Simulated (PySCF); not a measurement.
Excitation energy of He by level of theory

He 1s2 (1S) → He 1s1 2p1 (3P), as a difference of total energies. All numbers are calculated (PySCF 2.14, the non-relativistic Hamiltonian (point nucleus), in dyall-av3z (10s3p2d, 29 functions)). Correlated levels: valence: nothing frozen; virtual orbitals above 40 to 60 times the deepest correlated orbital energy dropped. The calculations carry no spin-orbit coupling.

```csv
method,excitation energy (eV)
UHF,23.328
MP2 (valence),24.171
SCS-MP2 (valence),24.414
CCSD (valence),24.303
```

Q: How much does correlation contribute at MP2 (valence)?

A: 24.171 − (23.328) = 0.843 eV, measured against UHF.

Errors of the correlated levels include the incompleteness of this basis.

The promoted electron is Rydberg-like, and one or two diffuse shells describe it only roughly, which tends to raise the upper state.

With two correlated electrons CCSD is exact in that space.

For comparison: 20.964 eV (measured; NIST levels, between the centres of gravity of the two terms).
